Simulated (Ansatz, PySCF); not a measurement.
Positional isomers: benzothiophene chloro+silyl. Gas-phase values, no solvent. Strings in code marks are SMILES. Quantity: electronic energy of isomers of C8H7ClSSi relative to `[SiH3]c1cc2c(Cl)cccc2s1`. Level 1: PBE-D3(BJ)/def2-TZVP // PBE0-D3(BJ)/def2-SVP (PySCF). Level 2: frozen-core CCSD(T)/cc-pVDZ // PBE0-D3(BJ)/def2-SVP (Ansatz, a first-principles code).

| case | level 1 (kcal/mol) | level 2 (kcal/mol) |
|---|---|---|
| `[SiH3]c1cc2ccc(Cl)cc2s1` | 0.5 | 0.6 |
| `[SiH3]c1cc2cc(Cl)ccc2s1` | 0.6 | 0.6 |
| `[SiH3]c1cc2ccsc2cc1Cl` | 2.3 | withheld |
| `[SiH3]c1c(Cl)ccc2sccc12` | 2.6 | 3.0 |
| `[SiH3]c1cc(Cl)c2ccsc2c1` | 2.7 | 2.6 |
| `[SiH3]c1cc(Cl)cc2sccc12` | 2.8 | 2.8 |

### Question
Fit level 2 = a + b·x to the 5 complete rows by least squares, with x = level 1 in kcal/mol. Give a, b and the rms residual, and predict the withheld value.

### Answer
Means of the 5 rows: x̄ = 1.84, ȳ = 1.92 kcal/mol. Σ(x − x̄)² = 5.572 and Σ(x − x̄)(y − ȳ) = 5.656, so b = 1.015 and a = ȳ − b·x̄ = 0.05 kcal/mol. The rms residual is 0.17 kcal/mol. At x = 2.3 the line gives 2.4 kcal/mol. The run for `[SiH3]c1cc2ccsc2cc1Cl` gave 2.4 kcal/mol, so the line is off by 0.0 kcal/mol, within twice the rms residual.

Codes: Ansatz, PySCF.
